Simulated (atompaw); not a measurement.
Before and after: PAW (atompaw) potential for bismuth (Bi)

```json
{"Element": "bismuth (Bi)", "Generator": "atompaw 4.2.0.5", "Type": "PAW", "Functional": "PBEsol", "Relativity": "scalar-relativistic", "Frozen core": "[Xe] 4f14", "Valence charge": "15", "Reference configuration": "5d10 6s2 6p3", "Partial waves": "6s (bound): rc 2.65 bohr; 6s channel at -0.65 Ry: rc 1.70 bohr; 6p (bound): rc 2.65 bohr; 6p channel at 0.25 Ry: rc 2.65 bohr; 5d (bound): rc 2.65 bohr; 5d channel at -1.05 Ry: rc 1.95 bohr", "Local potential": "bessel scheme, radius 2.25 bohr", "Core correction": "smooth core density matched at 2.45 bohr", "Augmentation charge": "besselshape compensation charge, radius 2.60 bohr; PAW radius 2.65 bohr; waves and projectors: custom polynom2 7 10 vanderbiltortho"}
```

All-electron outer shells of the reference configuration (PBEsol, scalar-relativistic, ld1.x):

```json
{"shell": "4f", "level (eV)": "-152.63", "outermost node (bohr)": "–", "outermost maximum (bohr)": "0.34"}
{"shell": "5p", "level (eV)": "-95.82", "outermost node (bohr)": "0.48", "outermost maximum (bohr)": "0.86"}
{"shell": "5d", "level (eV)": "-27.06", "outermost node (bohr)": "0.51", "outermost maximum (bohr)": "1.03"}
{"shell": "6s", "level (eV)": "-14.53", "outermost node (bohr)": "0.98", "outermost maximum (bohr)": "1.86"}
{"shell": "6p", "level (eV)": "-4.60", "outermost node (bohr)": "1.14", "outermost maximum (bohr)": "2.44"}
```

Change: wave 6s channel at -0.65 Ry: rc 1.70 bohr becomes 6s channel at -0.65 Ry: rc 2.20 bohr.

Cutoffs: the cutoffs (Ry, on a coarse ladder) from which the occupation-weighted sum of valence levels, in a spherical-Bessel basis at the reference potential, stays within 10 and 1 mRy of its value at 400 Ry; they do not see the model core or the augmentation charge, which bear on the density cutoff.

**Question.** What does the change do?

**Answer.** The potential gets neither clearly harder nor softer (30 Ry and 70 Ry → 30 Ry and 70 Ry); the bound ghost in s disappears.

| quantity | base | changed |
| --- | --- | --- |
| cutoff, loose | 30 Ry | 30 Ry |
| cutoff, tight | 70 Ry | 70 Ry |
| bound ghosts | s | none |
| s: phases at 2.66 bohr within 0.05 rad from the reference energy up to (Ry; the scan ends near 5) | 1.9 | 1.6 |
| p: phases at 2.66 bohr within 0.05 rad from the reference energy up to (Ry; the scan ends near 5) | 4.2 | 4.2 |
| d: phases at 2.66 bohr within 0.05 rad from the reference energy up to (Ry; the scan ends near 5) | 0.8 | 0.8 |
| lowest overlap eigenvalue by channel | s 0.06, p 0.90, d 0.91 | s 0.02, p 0.90, d 0.91 |

 A true bound ghost makes a file unfit for plane-wave use even where its test errors are small: the radial tests pick states by their node count and pass the ghost by. The cutoffs see the waves, projectors and local potential, not the compensation charge or the core.
